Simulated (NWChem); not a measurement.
Program: NWChem. System: C$_{3}$H$_{3}$F, charge 0, spin multiplicity 1, at a geometry optimised with PBE/def2-SVP. The structure started from a generated list of species. Level: MP2/def2-TZVPD, 4 core orbitals frozen.

The NWChem input:

```
start mol
memory heap 200 mb stack 900 mb global 1100 mb
geometry units angstroms nocenter noautoz
  C      1.890124     0.235672     0.000000
  C      0.573635     0.261609     0.000000
  C     -0.743688     0.335508     0.000000
  F     -1.551068    -0.747767     0.000000
  H      2.470550     0.222524    -0.940773
  H      2.470550     0.222524     0.940773
  H     -1.301910     1.288118     0.000000
  symmetry group Cs
end
basis spherical
  * library def2-tzvpd
end
scf
  rhf
  nopen 0
  maxiter 100
  thresh 1e-7
  semidirect memsize 60000000 filesize 0
end
mp2
  freeze core 4
end
task mp2 energy
```

NWChem printed:

```
             Northwest Computational Chemistry Package (NWChem) 7.3.0
             --------------------------------------------------------

                                NWChem Input Module
                                -------------------

 Scaling coordinates for geometry "geometry" by  1.889725989
 (inverse scale =  0.529177249)

 Turning off AUTOSYM since
 SYMMETRY directive was detected!

                             Geometry "geometry" -> ""
                             -------------------------

 Output coordinates in angstroms (scale by  1.889725989 to convert to a.u.)

  No.       Tag          Charge          X              Y              Z
 ---- ---------------- ---------- -------------- -------------- --------------
    1 C                    6.0000     1.89012400     0.23567200     0.00000000
    2 C                    6.0000     0.57363500     0.26160900     0.00000000
    3 C                    6.0000    -0.74368800     0.33550800     0.00000000
    4 F                    9.0000    -1.55106800    -0.74776700     0.00000000
    5 H                    1.0000     2.47055000     0.22252400    -0.94077300
    6 H                    1.0000     2.47055000     0.22252400     0.94077300
    7 H                    1.0000    -1.30191000     1.28811800     0.00000000

 Effective nuclear repulsion energy (a.u.)      98.4711667979

            Nuclear Dipole moment (a.u.)
            ----------------------------
        X                 Y               Z
 ---------------- ---------------- ----------------
     0.0000075589    -0.0000056692     0.0000000000

      Symmetry information
      --------------------

 Group name             Cs
 Group number              2
 Group order               2
 No. of unique centers     6

      Symmetry unique atoms

     1    2    3    4    5    7


 Summary of "ao basis" -> "" (spherical)
 ------------------------------------------------------------------------------
       Tag                 Description            Shells   Functions and Types
 ---------------- ------------------------------  ------  ---------------------
 *                         def2-tzvpd                 on all atoms

 Summary of "ao basis" -> "ao basis" (spherical)
 ------------------------------------------------------------------------------
       Tag                 Description            Shells   Functions and Types
 ---------------- ------------------------------  ------  ---------------------
 C                         def2-tzvpd               13       37   6s3p3d1f
 F                         def2-tzvpd               14       40   6s4p3d1f
 H                         def2-tzvpd                5        9   3s2p

                                 NWChem SCF Module
                                 -----------------

  ao basis        = "ao basis"
  functions       =   178
  atoms           =     7
  closed shells   =    15
  open shells     =     0
  charge          =   0.00
  wavefunction    = RHF
  use symmetry    = T
  symmetry adapt  = T

 Summary of "ao basis" -> "ao basis" (spherical)
 ------------------------------------------------------------------------------
       Tag                 Description            Shells   Functions and Types
 ---------------- ------------------------------  ------  ---------------------
 C                         def2-tzvpd               13       37   6s3p3d1f
 F                         def2-tzvpd               14       40   6s4p3d1f
 H                         def2-tzvpd                5        9   3s2p
[...]
              MO Center=  6.4D-01,  4.8D-02,  7.2D-14, r^2= 1.5D+01
   Bfn.  Coefficient  Atom+Function         Bfn.  Coefficient  Atom+Function
  ----- ------------  ---------------      ----- ------------  ---------------
   172      5.223783  7 H  s                  5      4.167783  1 C  s
   154     -4.036406  5 H  s                163     -4.036406  6 H  s
     6      3.744616  1 C  s                 87      3.419373  3 C  px
    42     -3.177363  2 C  s                117      2.840062  4 F  s
    80     -2.390579  3 C  s                 88     -1.969784  3 C  py

 Vector   18  Occ=0.000000D+00  E= 1.122991D-01  Symmetry=a'
              MO Center=  1.5D+00,  7.7D-01,  1.4D-12, r^2= 8.9D+00
   Bfn.  Coefficient  Atom+Function         Bfn.  Coefficient  Atom+Function
  ----- ------------  ---------------      ----- ------------  ---------------
    42    -11.212619  2 C  s                 43    -10.868505  2 C  s
     5     10.705942  1 C  s                 79      5.539377  3 C  s
     6      4.947881  1 C  s                172      3.984634  7 H  s
    87      3.336764  3 C  px                80      2.562903  3 C  s
    67     -2.450207  2 C  d  2             154     -2.216123  5 H  s

 center of mass
 --------------
 x =  -0.16803400 y =  -0.08032152 z =   0.00000000

 moments of inertia (a.u.)
 ------------------
          60.396659223910         -90.654302591400           0.000000000000
         -90.654302591400         408.883773348803           0.000000000000
           0.000000000000           0.000000000000         456.539169594796

  Mulliken analysis of the total density
  --------------------------------------

    Atom       Charge   Shell Charges
 -----------   ------   -------------------------------------------------------
    1 C    6     6.34   0.85  1.12  0.49  0.57  0.20 -0.01  1.22  1.29  0.51  0.02  0.04  0.01  0.01
    2 C    6     6.06   0.86  1.12  0.51  0.66 -0.10  0.01  1.20  1.29  0.42  0.02  0.07 -0.02  0.01
    3 C    6     5.89   0.85  1.12  0.49  0.54  0.14 -0.00  1.18  1.19  0.18  0.04  0.11  0.03  0.02
    4 F    9     9.29   0.77  1.20  0.60  1.01  0.35  0.03  2.23  2.26  0.81  0.02  0.00  0.01 -0.00  0.00
    5 H    1     0.81   0.26  0.48  0.04  0.02  0.01
    6 H    1     0.81   0.26  0.48  0.04  0.02  0.01
    7 H    1     0.80   0.26  0.47  0.05  0.02 -0.01

       Multipole analysis of the density wrt the origin
       ------------------------------------------------

     L   x y z        total         open         nuclear
     -   - - -        -----         ----         -------
     0   0 0 0     -0.000000      0.000000     30.000000

     1   1 0 0      0.577764      0.000000      0.000008
     1   0 1 0      0.523862      0.000000     -0.000006
     1   0 0 1      0.000000      0.000000      0.000000

     2   2 0 0    -14.946545      0.000000    222.415520
     2   1 1 0     -1.748551      0.000000     42.628014
     2   1 0 1     -0.000000      0.000000      0.000000
     2   0 2 0    -18.102392      0.000000     29.318289
     2   0 1 1      0.000000      0.000000      0.000000
     2   0 0 2    -17.232586      0.000000      6.321168

                   NWChem MP2 Semi-direct Energy/Gradient Module
                   ---------------------------------------------

  Basis functions       =    178
  Molecular orbitals    =    177
  Frozen core           =      4
  Frozen virtuals       =      0
  Active alpha occupied =     11
  Active beta occupied  =     11
  Active alpha virtual  =    162
  Active beta virtual   =    162
  Use MO symmetry       = T
  Use skeleton AO sym   = T

  AO/Fock/Back tols     =   1.0D-09  1.0D-09  1.0D-09

 GA uses MA = F    GA memory limited = T

 Available:
  local mem=  1.26D+08
 global mem=  1.44D+08
 local disk=  0.00D+00
  mp2_memr nvloc                   162
  nvloc new                   162
   1 passes of  11:        5242880                     153699                  93923161.
   1 passes of  11: M    126150867           G      144116188           F     120907987.

 Semi-direct pass number   1 of   1  for RHF alpha+beta  at       23.8s
  vrange nnbf                 15493
  mp2_eaftype                   358  avail_ma_in_mb                  1099
 EAF : mp2_eaftype filesize         358   46961580.
  mp2_eaf for mointskh                    358
Node 0 wrote    220.9 Mb in      0.1 s     Agg I/O rate:  1532.8 Mb/s
 Done moints_semi at       33.6s
  mp2_eaftype                   358  avail_ma_in_mb                   741
 EAF : mp2_eaftype filesize         358   46961580.
  mp2_eaf for kh                   358
 Done maket at       34.1s
 Done multipass loop at       34.1s

          -------------------------------------------
          SCF energy                -214.789832926954
          Correlation energy          -0.712921045323
          Singlet pairs               -0.449419832778
          Triplet pairs               -0.263501212545
          Total MP2 energy          -215.502753972277
          -------------------------------------------

          ---------------------------------------------------
                    Spin Component Scaled (SCS) MP2
          Same spin pairs                     -0.175667475030
          Same spin scaling factor             0.333333333333
          Opposite spin pairs                 -0.537253570293
          Opposite spin scaling fact.          1.200000000000
          SCS-MP2 correlation energy          -0.703260109361
          Total SCS-MP2 energy              -215.493093036315
          ---------------------------------------------------

 -----------------------
 Performance information
 -----------------------

 Timer overhead =  9.64D-08 seconds/call

               Nr. of calls         CPU time (s)                 Wall time (s)                GFlops
             ---------------    -------------------     ------------------------------   -------------------
Name         Min   Avg   Max    Min     Avg     Max     Min     Avg     Max   Mx/calls   Min     Max     Sum
mp2: moin     1     1     1    9.8     9.8     9.8      9.8     9.8     9.8     9.8      0.0     0.0     0.0
mp2: make     1     1     1   0.50    0.50    0.50     0.50    0.50    0.50    0.50      0.0     0.0     0.0
mp2: tota     1     1     1    10.     10.     10.      10.     10.     10.     10.      0.0     0.0     0.0

 The average no. of pstat calls per process was 3.00D+00
 with a timing overhead of 2.89D-07s

 Task  times  cpu:       34.1s     wall:       34.1s

 Total times  cpu:       34.2s     wall:       34.2s
```
